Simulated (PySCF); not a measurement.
# Vertical excitation energies

Species: C5H6N2Si.
SMILES: `CC#C/C=N\[SiH2]C#N`

Method used: PySCF, TDDFT PBE0/def2-SVPD, vertical, gas phase, core orbitals frozen in the response. One conformer (not necessarily the lowest) at the GFN2-xTB geometry, without solvent, vibrations or thermal averaging. Torsions of this conformer, `[CH3:1][C:2]#[C:3]/[CH:4]=[N:5]\[SiH2:6][C:7]#[N:8]`: C4–N5–Si6–C7 4°.

**Question.** What does the calculation give for the low-lying excited states?

**Answer.** 

| state | E (eV) | E (hartree) | f | main configurations (H = HOMO, L = LUMO) |
| --- | --- | --- | --- | --- |
| S1 | 3.89 | 0.1431 | 0.0008 | H→L (99%) |
| S2 | 4.51 | 0.1659 | 0.0001 | H-2→L (98%) |
| S3 | 5.18 | 0.1904 | 0.209 | H-1→L (84%) |
| S4 | 5.91 | 0.2173 | 0.064 | H→L+1 (91%) |
| S5 | 6.11 | 0.2245 | 0.0013 | H-1→L+1 (95%) |
| S6 | 6.38 | 0.2346 | 0.0006 | H→L+2 (97%) |

Triplets (Tamm–Dancoff): T1 3.34 eV, H→L (96%); T2 3.52 eV, H-1→L (94%).

The lowest singlet comes at 318 nm (376 kJ/mol) in the ultraviolet; it is very weak; its leading configuration is HOMO→LUMO (99%). The most intense listed level is S3 at 5.18 eV (239 nm, f = 0.209), 1.29 eV above S1. Löwdin shares by element: HOMO nitrogen 58% or more, carbon 18% or more, silicon 8% (atoms not listed hold the other 16%); LUMO carbon 55% or more, nitrogen 26% or more (atoms not listed hold the other 18%). Of the 6 states listed, 2 reach f = 0.01 and 1 stays under 0.0005. The listed states span 2.49 eV, and the widest gap between neighbours is 0.73 eV (S3 to S4). Weighted by f, the mean energy of these states is 5.35 eV. No computed singlet lies in the visible range (380 to 750 nm); the lowest, at 318 nm, stands 0.63 eV above its violet end (3.26 eV). Singlets were solved by full linear response, triplets in the Tamm–Dancoff approximation.
